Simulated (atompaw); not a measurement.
# Reading a pseudo-wave (chromium)

Columns: radius, all-electron u(r) and pseudo u(r) of the 4s shell (level -4.70 eV) of chromium in the configuration [Ar] 3d5 4s0.5 4p0.5; LDA (PW92), scalar-relativistic, PAW (atompaw) scheme, atompaw 4.2.0.5.

```
r (bohr)  all-electron  pseudo
   0.115        0.0726  0.0431
   0.231        0.1436  0.0863
   0.346        0.0082  0.1286
   0.462       -0.1456  0.1706
   0.577       -0.2360  0.2111
   0.692       -0.2560  0.2503
   0.808       -0.2213  0.2885
   0.923       -0.1528  0.3246
   1.038       -0.0668  0.3589
   1.154        0.0261  0.3915
   1.269        0.1166  0.4216
   1.385        0.2021  0.4497
   1.500        0.2786  0.4753
   1.615        0.3458  0.4984
   1.731        0.4041  0.5192
   1.846        0.4527  0.5374
   1.962        0.4930  0.5531
   2.077        0.5249  0.5662
   2.192        0.5497  0.5767
   2.308        0.5683  0.5848
   2.423        0.5810  0.5903
   2.538        0.5887  0.5934
   2.654        0.5921  0.5940
   2.769        0.5917  0.5923
   2.885        0.5880  0.5881
   3.000        0.5816  0.5816
```

Q: How many radial nodes do the two functions have?

A: The all-electron 4s function has n − l − 1 = 3 (the table is too coarse to show those close to the nucleus); the pseudo-wave has 0, since the states of the same l below it are removed with the core.

Q: Is the pseudo-wave norm-conserving?

A: No, it belongs to a PAW set: the norm inside the radius is not constrained, and the difference is carried by the augmentation charge.
